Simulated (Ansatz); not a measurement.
Method: Ansatz (a first-principles code) with r2SCAN-D4/def2-SVP. No frequencies were computed at this level.

Ansatz 0.2 input:
```yaml
crystal:
  periodic: [false, false, false]
  atoms:
    - { symbol: C, position_ang: [-1.186578, -0.00238, 0.201069] }
    - { symbol: N, position_ang: [0.035229, -0.682606, 0.305992] }
    - { symbol: C, position_ang: [1.188569, -0.050872, -0.180804] }
    - { symbol: H, position_ang: [-1.905105, -0.647232, -0.31981] }
    - { symbol: H, position_ang: [-1.599635, 0.138543, 1.208688] }
    - { symbol: H, position_ang: [-1.133116, 0.972754, -0.306251] }
    - { symbol: H, position_ang: [1.912493, 0.043145, 0.63932] }
    - { symbol: H, position_ang: [1.020711, 0.938662, -0.632268] }
    - { symbol: H, position_ang: [1.667429, -0.710015, -0.915936] }
basis:
  gaussian: { orbitals: def2-svp }
hamiltonian:
  xc: r2scan
  dispersion: d4
relax:
  max_steps: 150
magnetization:
  spin_polarized: true
  initial_magnetization: 1
```

Output:

```
Functional definition: r2SCAN
836 factors; their error is unknown
mean field evaluation 1: about -3648.9994 eV, gradient 3.4e1 eV
mean field evaluation 2: about -3646.0490 eV, gradient 4.1e1 eV
mean field evaluation 4: about -3654.9496 eV, gradient 2.3e0 eV
mean field evaluation 8: about -3654.9365 eV, gradient 3.8e-2 eV
mean field evaluation 16: about -3654.9365 eV, gradient 3.7e-5 eV
mean field -3654.93647885 eV, -134.3164381929 hartree, gradient 3.7e-5 eV, S^2 0.755802; 0 other end points of the search recorded, 0 dependent functions left out
reference -3654.93648824 eV, -134.3164385380 hartree; 13, 12 occupied and 59, 60 virtual orbitals, 836 factors
relax step   1: F+E_penalty+E_count = -3654.96283557 eV  Δ(F+E_penalty+E_count) = +0.000e0 eV  max|allowed force component| = 9.710e-1 eV/Å  Δτ_max = 0.0000 Å  (31 SCF iters, accepted)
these checks for a lower state are left out or cut short: starts, cluster_reference, orbital_swaps, neighbouring_geometries, increment
836 factors; their error is unknown
mean field -3654.97366897 eV, -134.3178049045 hartree, gradient 2.7e-5 eV, S^2 0.755892; 0 other end points of the search recorded, 0 dependent functions left out
reference -3654.97367841 eV, -134.3178052513 hartree; 13, 12 occupied and 59, 60 virtual orbitals, 836 factors
relax step   2: F+E_penalty+E_count = -3655.00000321 eV  Δ(F+E_penalty+E_count) = -3.717e-2 eV  max|allowed force component| = 4.069e-1 eV/Å  Δτ_max = 0.0265 Å  (33 SCF iters, accepted)
these checks for a lower state are left out or cut short: starts, cluster_reference, orbital_swaps, neighbouring_geometries, increment
836 factors; their error is unknown
mean field -3654.97872086 eV, -134.3179905579 hartree, gradient 1.9e-5 eV, S^2 0.755906; 0 other end points of the search recorded, 0 dependent functions left out
reference -3654.97873030 eV, -134.3179909048 hartree; 13, 12 occupied and 59, 60 virtual orbitals, 836 factors
relax step   3: F+E_penalty+E_count = -3655.00505576 eV  Δ(F+E_penalty+E_count) = -5.053e-3 eV  max|allowed force component| = 8.408e-2 eV/Å  Δτ_max = 0.0197 Å  (35 SCF iters, accepted)
these checks for a lower state are left out or cut short: starts, cluster_reference, orbital_swaps, neighbouring_geometries, increment
836 factors; their error is unknown
mean field evaluation 32: about -3655.0145 eV, gradient 3.0e-1 eV
mean field -3654.97897624 eV, -134.3179999430 hartree, gradient 3.0e-5 eV, S^2 0.755897; 0 other end points of the search recorded, 0 dependent functions left out
reference -3654.97898567 eV, -134.3180002897 hartree; 13, 12 occupied and 59, 60 virtual orbitals, 836 factors
relax step   4: F+E_penalty+E_count = -3655.00530517 eV  Δ(F+E_penalty+E_count) = -2.494e-4 eV  max|allowed force component| = 1.810e-2 eV/Å  Δτ_max = 0.0038 Å  (29 SCF iters, accepted)
these checks for a lower state are left out or cut short: starts, cluster_reference, orbital_swaps, neighbouring_geometries, increment
836 factors; their error is unknown
mean field -3654.97980780 eV, -134.3180305025 hartree, gradient 2.8e-5 eV, S^2 0.755877; 0 other end points of the search recorded, 0 dependent functions left out
reference -3654.97981722 eV, -134.3180308485 hartree; 13, 12 occupied and 59, 60 virtual orbitals, 836 factors
relax step   5: F+E_penalty+E_count = -3655.00613873 eV  Δ(F+E_penalty+E_count) = -8.336e-4 eV  max|allowed force component| = 5.940e-2 eV/Å  Δτ_max = 0.0427 Å  (34 SCF iters, accepted)
these checks for a lower state are left out or cut short: starts, cluster_reference, orbital_swaps, neighbouring_geometries, increment
836 factors; their error is unknown
mean field -3654.98664178 eV, -134.3182816466 hartree, gradient 1.4e-5 eV, S^2 0.755839; 0 other end points of the search recorded, 0 dependent functions left out
reference -3654.98665117 eV, -134.3182819916 hartree; 13, 12 occupied and 59, 60 virtual orbitals, 836 factors
relax step   6: F+E_penalty+E_count = -3655.01298558 eV  Δ(F+E_penalty+E_count) = -6.847e-3 eV  max|allowed force component| = 4.801e-2 eV/Å  Δτ_max = 0.1185 Å  (38 SCF iters, accepted)
these checks for a lower state are left out or cut short: starts, cluster_reference, orbital_swaps, neighbouring_geometries, increment
836 factors; their error is unknown
mean field -3655.00458738 eV, -134.3189411351 hartree, gradient 2.7e-5 eV, S^2 0.755731; 0 other end points of the search recorded, 0 dependent functions left out
reference -3655.00459674 eV, -134.3189414792 hartree; 13, 12 occupied and 59, 60 virtual orbitals, 836 factors
relax step   7: F+E_penalty+E_count = -3655.03098285 eV  Δ(F+E_penalty+E_count) = -1.800e-2 eV  max|allowed force component| = 2.257e-1 eV/Å  Δτ_max = 0.2000 Å  (37 SCF iters, accepted)
these checks for a lower state are left out or cut short: starts, cluster_reference, orbital_swaps, neighbouring_geometries, increment
836 factors; their error is unknown
mean field evaluation 64: about -3655.0179 eV, gradient 3.8e-2 eV
mean field -3654.97825389 eV, -134.3179733971 hartree, gradient 1.5e-5 eV, S^2 0.755792; 0 other end points of the search recorded, 0 dependent functions left out
reference -3654.97826312 eV, -134.3179737364 hartree; 13, 12 occupied and 59, 60 virtual orbitals, 836 factors
relax step   8: F+E_penalty+E_count = -3655.00469368 eV  Δ(F+E_penalty+E_count) = +2.629e-2 eV  max|allowed force component| = 8.296e-1 eV/Å  Δτ_max = 0.1951 Å  (39 SCF iters, rejected (line search))
these checks for a lower state are left out or cut short: starts, cluster_reference, orbital_swaps, neighbouring_geometries, increment
836 factors; their error is unknown
mean field -3655.01574952 eV, -134.3193513363 hartree, gradient 2.7e-5 eV, S^2 0.755688; 0 other end points of the search recorded, 0 dependent functions left out
reference -3655.01575880 eV, -134.3193516773 hartree; 13, 12 occupied and 59, 60 virtual orbitals, 836 factors
relax step   9: F+E_penalty+E_count = -3655.04217267 eV  Δ(F+E_penalty+E_count) = -1.119e-2 eV  max|allowed force component| = 5.777e-2 eV/Å  Δτ_max = 0.0975 Å  (37 SCF iters, accepted)
these checks for a lower state are left out or cut short: starts, cluster_reference, orbital_swaps, neighbouring_geometries, increment
836 factors; their error is unknown
mean field -3655.02363064 eV, -134.3196409620 hartree, gradient 1.7e-5 eV, S^2 0.755632; 0 other end points of the search recorded, 0 dependent functions left out
reference -3655.02363984 eV, -134.3196413003 hartree; 13, 12 occupied and 59, 60 virtual orbitals, 836 factors
relax step  10: F+E_penalty+E_count = -3655.05007860 eV  Δ(F+E_penalty+E_count) = -7.906e-3 eV  max|allowed force component| = 4.493e-2 eV/Å  Δτ_max = 0.1000 Å  (40 SCF iters, accepted)
these checks for a lower state are left out or cut short: starts, cluster_reference, orbital_swaps, neighbouring_geometries, increment
836 factors; their error is unknown
mean field -3655.02095147 eV, -134.3195425044 hartree, gradient 1.6e-5 eV, S^2 0.755640; 0 other end points of the search recorded, 0 dependent functions left out
reference -3655.02096065 eV, -134.3195428416 hartree; 13, 12 occupied and 59, 60 virtual orbitals, 836 factors
relax step  11: F+E_penalty+E_count = -3655.04743806 eV  Δ(F+E_penalty+E_count) = +2.641e-3 eV  max|allowed force component| = 3.078e-1 eV/Å  Δτ_max = 0.1463 Å  (40 SCF iters, rejected (line search))
these checks for a lower state are left out or cut short: starts, cluster_reference, orbital_swaps, neighbouring_geometries, increment
836 factors; their error is unknown
mean field evaluation 96: about -3654.9923 eV, gradient 2.9e0 eV
mean field -3655.02731601 eV, -134.3197763968 hartree, gradient 4.3e-5 eV, S^2 0.755606; 0 other end points of the search recorded, 0 dependent functions left out
reference -3655.02732520 eV, -134.3197767346 hartree; 13, 12 occupied and 59, 60 virtual orbitals, 836 factors
relax step  12: F+E_penalty+E_count = -3655.05378248 eV  Δ(F+E_penalty+E_count) = -3.704e-3 eV  max|allowed force component| = 3.585e-2 eV/Å  Δτ_max = 0.0731 Å  (35 SCF iters, accepted)
these checks for a lower state are left out or cut short: starts, cluster_reference, orbital_swaps, neighbouring_geometries, increment
836 factors; their error is unknown
mean field -3655.02793193 eV, -134.3197990316 hartree, gradient 3.9e-5 eV, S^2 0.755606; 0 other end points of the search recorded, 0 dependent functions left out
reference -3655.02794112 eV, -134.3197993693 hartree; 13, 12 occupied and 59, 60 virtual orbitals, 836 factors
relax step  13: F+E_penalty+E_count = -3655.05441227 eV  Δ(F+E_penalty+E_count) = -6.298e-4 eV  max|allowed force component| = 1.240e-1 eV/Å  Δτ_max = 0.0731 Å  (34 SCF iters, accepted)
these checks for a lower state are left out or cut short: starts, cluster_reference, orbital_swaps, neighbouring_geometries, increment
836 factors; their error is unknown
mean field -3655.02868266 eV, -134.3198266203 hartree, gradient 1.5e-5 eV, S^2 0.755597; 0 other end points of the search recorded, 0 dependent functions left out
reference -3655.02869186 eV, -134.3198269584 hartree; 13, 12 occupied and 59, 60 virtual orbitals, 836 factors
relax step  14: F+E_penalty+E_count = -3655.05515898 eV  Δ(F+E_penalty+E_count) = -7.467e-4 eV  max|allowed force component| = 4.751e-3 eV/Å  Δτ_max = 0.0127 Å  (36 SCF iters, accepted)
836 factors; their error is unknown
mean field evaluation 128: about -3655.0287 eV, gradient 4.3e-3 eV
mean field -3655.02868266 eV, -134.3198266202 hartree, gradient 2.2e-5 eV, S^2 0.755597; 1 other end points of the search recorded, 0 dependent functions left out
reference -3655.02869186 eV, -134.3198269584 hartree; 13, 12 occupied and 59, 60 virtual orbitals, 836 factors
Total energy: -3655.05516818 eV, -134.3207999454 hartree
Atom 0 at    -1.175430    -0.040033     0.161212 Å, force    -0.003450    -0.003169     0.001386 eV/Å
Atom 1 at    -0.075355    -0.785161    -0.366086 Å, force     0.000264    -0.001939    -0.001918 eV/Å
Atom 2 at     1.163110    -0.085999    -0.221312 Å, force     0.002367    -0.004751    -0.000882 eV/Å
Atom 3 at    -2.123167    -0.586143     0.036321 Å, force     0.004306     0.000548    -0.001225 eV/Å
Atom 4 at    -1.039008     0.178745     1.242661 Å, force     0.000796     0.001917     0.001398 eV/Å
Atom 5 at    -1.274364     0.951012    -0.332640 Å, force    -0.000791     0.002576    -0.000295 eV/Å
Atom 6 at     1.385919     0.133478     0.845534 Å, force    -0.000702     0.001530     0.002077 eV/Å
Atom 7 at     1.138135     0.902472    -0.729423 Å, force     0.000407     0.001857    -0.000656 eV/Å
Atom 8 at     2.000157    -0.668372    -0.636267 Å, force    -0.003196     0.001431     0.000116 eV/Å
Dipole moment:     0.031977     0.331780     0.155557 e Å
```

Cost: very roughly 50 core-seconds.
